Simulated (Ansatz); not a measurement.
```yaml
crystal:
  periodic: [false, false, false]
  atoms:
    - {symbol: Si, position_ang: [-1.820796, -2.807404, 2.962287]}
    - {symbol: Si, position_ang: [1.230910, -2.917958, -0.129673]}
    - {symbol: Si, position_ang: [-1.628403, 2.549927, -2.680545]}
    - {symbol: Si, position_ang: [1.104236, -0.146286, -2.706279]}
    - {symbol: Si, position_ang: [-1.591527, -0.227462, 0.006796]}
    - {symbol: Si, position_ang: [1.106940, -0.230158, 2.722481]}
    - {symbol: Si, position_ang: [1.077992, 2.543714, 0.044003]}
    - {symbol: Si, position_ang: [3.824256, -0.142102, 0.041585]}
    - {symbol: Si, position_ang: [-3.001276, -1.517421, 1.380626]}
    - {symbol: Si, position_ang: [-2.955367, 1.148704, -1.331903]}
    - {symbol: Si, position_ang: [-0.231626, -1.554559, -1.371816]}
    - {symbol: Si, position_ang: [-0.257715, -1.506267, 4.154421]}
    - {symbol: Si, position_ang: [2.470193, -1.564598, 1.345855]}
    - {symbol: Si, position_ang: [-0.258490, 1.218334, -4.056502]}
    - {symbol: Si, position_ang: [-0.285933, 3.909503, -1.303703]}
    - {symbol: Si, position_ang: [2.447269, 1.200422, -1.319123]}
    - {symbol: Si, position_ang: [-0.254850, 1.136328, 1.375871]}
    - {symbol: H, position_ang: [-2.797907, -3.414666, 3.940178]}
    - {symbol: H, position_ang: [-1.109702, -3.934512, 2.259259]}
    - {symbol: H, position_ang: [2.195231, -3.577329, -1.086456]}
    - {symbol: H, position_ang: [0.490605, -4.001845, 0.610594]}
    - {symbol: H, position_ang: [-2.511490, 3.422992, -3.542605]}
    - {symbol: H, position_ang: [2.002703, -1.002166, -3.570452]}
    - {symbol: H, position_ang: [2.014854, 0.646448, 3.556062]}
    - {symbol: H, position_ang: [1.954816, 3.391036, 0.937763]}
    - {symbol: H, position_ang: [4.754623, -0.963593, -0.817021]}
    - {symbol: H, position_ang: [4.657549, 0.735857, 0.942696]}
    - {symbol: H, position_ang: [-3.864746, -2.411742, 0.525131]}
    - {symbol: H, position_ang: [-3.907069, -0.564257, 2.121664]}
    - {symbol: H, position_ang: [-3.843723, 0.288818, -2.197470]}
    - {symbol: H, position_ang: [-3.835673, 1.980420, -0.431232]}
    - {symbol: H, position_ang: [-1.115664, -2.397074, -2.262692]}
    - {symbol: H, position_ang: [0.587372, -2.401007, 5.027247]}
    - {symbol: H, position_ang: [-1.015480, -0.557920, 5.050508]}
    - {symbol: H, position_ang: [3.344885, -2.436875, 2.216836]}
    - {symbol: H, position_ang: [-1.117914, 0.358048, -4.949935]}
    - {symbol: H, position_ang: [0.600085, 2.099273, -4.930263]}
    - {symbol: H, position_ang: [0.573342, 4.808312, -2.158609]}
    - {symbol: H, position_ang: [-1.162678, 4.778192, -0.435754]}
    - {symbol: H, position_ang: [3.297467, 2.095804, -2.191882]}
    - {symbol: H, position_ang: [-1.167301, 1.965031, 2.252085]}
basis:
  gaussian: {orbitals: def2-mTZVP, fitting: {mean_field: def2-universal-jkfit}, nuclear_model: gaussian}
magnetization: {spin_polarized: true, initial_magnetization: 0}
hamiltonian: {xc: {name: PBE0}}
scf: {omitted_lower_state_checks: [starts]}
```

```sh
$ ansatz run in.yaml --threads 2 --pin off --events-out ev --progress --plain --max-ram 32768MiB --backend cuda --devices 0, --max-vram 18GiB
```

It prints (some lines left out):

```
Functional definition: PBE0
2608 factors; integrals over basis functions are off by at most 6.0e-1 eV
mean field evaluation 1: about -134258.7654 eV, gradient 1.3e1 eV
mean field evaluation 2: about -134259.9084 eV, gradient 5.9e0 eV
mean field evaluation 4: about -134260.1459 eV, gradient 1.1e0 eV
mean field evaluation 8: about -134260.1473 eV, gradient 2.1e-2 eV
mean field -134260.14732170 eV, -4933.9694092759 hartree, gradient 4.3e-5 eV, S^2 0.000000; 0 other end points of the search recorded, 0 dependent functions left out
reference -134260.14739707 eV, -4933.9694120459 hartree; 131, 131 occupied and 315, 315 virtual orbitals, 2608 factors
Total energy: -134260.14739707 eV, -4933.9694120459 hartree
Checks for a lower state left out: starts
```

Run time 14 s (2 threads of AMD EPYC 7R13 on a shared host and a share (18 GiB) of an NVIDIA H100 80GB HBM3), peak host memory 1 GiB.
